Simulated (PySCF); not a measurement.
SMILES [Br][Bi]([Br])[Br], singlet at its CAM-B3LYP/def2-SVP optimised geometry (Å):

```
4

Bi    -1.0850    -1.2854     0.0000
Br     1.5229    -1.2854     0.0000
Br    -1.5236    -1.8044    -2.5178
Br    -1.5229     1.2854     0.0000
```

Computed with CAM-B3LYP/def2-TZVP, def2 effective core potentials past Kr (PySCF 2.14.0). The core electrons that the potentials of Bi replace are not part of the density. Cells within 0.4 Å of a nucleus heavier than hydrogen are left out (blank, or x).

Map of the deformation density (molecule minus spherical neutral atoms) (e/bohr³) on the plane z = 0.0 Å:

```
|55555555555555555555555555555|
|55555555555555555555555555555|
|55555555555555555555555555555|
|55555555445555555555555555555|
|55555544444455555555555555555|
|55555444334455555555555555555|
|55555443334455555555555555555|
|55555444456655555555555555555|
|55555567879865555555555555555|
|55555689xx6965555555555555555|
|55555699xx6865555555555555555|
|55555677655665555555555555555|
|55555566556665555555555555555|
|55555556788755445555555555555|
|55555556777644445555555555555|
|55544444554433455566655445555|
|55444434433322456668975444555|
|55444345549543577667984344555|
|554444475xxx5358855xx84344555|
|554444575xxx5358855xx84334455|
|55444457711044577667884344555|
|55444446777764456679964444555|
|55544445567643455666655445555|
|55544444455443445555555555555|
|55554444444444445555555555555|
|55555444444444445555555555555|
|55555544444444455555555555555|
|55555555544445555555555555555|
|55555555555555555555555555555|
```
Scale: ten equal steps from -0.019 (start of '0') to 0.017 (end of '9'), in the order '0123456789'; x runs from -4.00 to 4.00, y from -4.00 (bottom) to 4.00 (top).
